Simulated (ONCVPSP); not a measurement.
What the settings do to the ONCV potential of Ti

Base potential:

- Element: titanium (Ti)
- Generator: ONCVPSP 4.0.1
- Type: optimised norm-conserving Vanderbilt (ONCV)
- Functional: PBE
- Relativity: scalar-relativistic
- Frozen core: [Ne]
- Valence charge: 12
- Reference configuration: 3s2 3p6 3d2 4s2
- Partial waves: 3s+4s: rc 1.75 bohr, ncon 4, nbas 8, qcut 6.1 1/bohr, 2 projectors; 3p: rc 1.60 bohr, ncon 4, nbas 7, qcut 10.9 1/bohr, 2 projectors, debl 3.7 Ha; 3d: rc 1.65 bohr, ncon 4, nbas 9, qcut 9.5 1/bohr, 2 projectors, debl 0.5 Ha
- Local potential: polynomial inside 1.45 bohr (lpopt 5, dvloc0 3 Ha)
- Core correction: Teter function, fcfact 4, rcfact 1.25

Cutoffs, loose and tight: the cutoffs (Ha) at which the residual kinetic energy of the hardest occupied pseudo-wave falls to 1 and 0.1 mHa per electron. They do not see the model core or the augmentation charge, which bear on the density cutoff. Test errors are all-electron minus pseudo excitation energies from the reference, over the configurations 3s2 3p6 3d2 4s1; 3s2 3p6 3d2 4s0; 3s2 3p6 3d1 4s0; 3s2 3p6 3d2 4s1.5. A dash means not determined; rows that change the core or the reference have their own tests.

A true bound ghost makes a file unfit for plane-wave use even where its test errors are small: the radial tests pick states by their node count and pass the ghost by.

| change | outcome | cutoff, loose | cutoff, tight | bound ghosts | GHOST(+) flags above zero | largest test error (meV) |
| --- | --- | --- | --- | --- | --- | --- |
| base | generated | 33 Ha | 38 Ha | none | none | +30 |
| p: qcut 8.6 | generated | 33 Ha | 38 Ha | none | none | +31 |
| d: nproj 1 | generated | 33 Ha | 38 Ha | none | none | +19 |
| s: rc 1.2; local potential polynomial inside 1.20 bohr (lpopt 5, dvloc0 3 Ha) | generated | 95 Ha | 123 Ha | none | none | +32 |
| core correction Teter function, fcfact 5, rcfact 1.25 | generated | 33 Ha | 38 Ha | none | none | +30 |
| local potential polynomial inside 1.20 bohr (lpopt 5, dvloc0 0 Ha) | generated | 33 Ha | 38 Ha | none | none | +30 |
| p: ncon 5, nbas 8 | generated | 33 Ha | 38 Ha | none | none | +29 |
| fully relativistic | generated | 33 Ha | 38 Ha | none | none | +31 |

Task: What comes out with this change to the base: d: rc 1.36; local potential polynomial inside 1.36 bohr (lpopt 5, dvloc0 3 Ha)?

Result: outcome: generated; cutoff, loose: 39 Ha; cutoff, tight: 45 Ha; bound ghosts: none; GHOST(+) flags above zero: none; largest test error (meV): +14.

Task: What comes out with this change to the base: reference 3s2 3p6 3d2 4s1.5 4p0.5; wave 3p: rc 1.60 bohr, ncon 4, nbas 7, qcut 10.9 1/bohr, 2 projectors, debl 3.7 Ha becomes 3p+4p: rc 1.60 bohr, ncon 4, nbas 7, qcut 10.9 1/bohr, 2 projectors?

Result: outcome: generated; cutoff, loose: 33 Ha; cutoff, tight: 38 Ha; bound ghosts: none; GHOST(+) flags above zero: none; largest test error (meV): -1.9.

Task: What comes out with this change to the base: core [Ne] 3s2, valence charge 10; reference 3p6 3d2 4s2; waves now 4s: rc 2.45 bohr, ncon 4, nbas 9, qcut 2.4 1/bohr, 2 projectors, debl 0.3 Ha; 3p: rc 1.15 bohr, ncon 3, nbas 6, qcut 7.8 1/bohr, 2 projectors, debl 1.2 Ha; 3d: rc 2.65 bohr, ncon 4, nbas 9, qcut 4.9 1/bohr, 2 projectors, debl 2.8 Ha; local potential polynomial inside 1.10 bohr (lpopt 4, dvloc0 3 Ha)?

Result: outcome: generated, projector energies reset by the program; cutoff, loose: 19 Ha; cutoff, tight: 24 Ha; bound ghosts: s; GHOST(+) flags above zero: none; largest test error (meV): 4 of 4 tests not solved or not reliable.
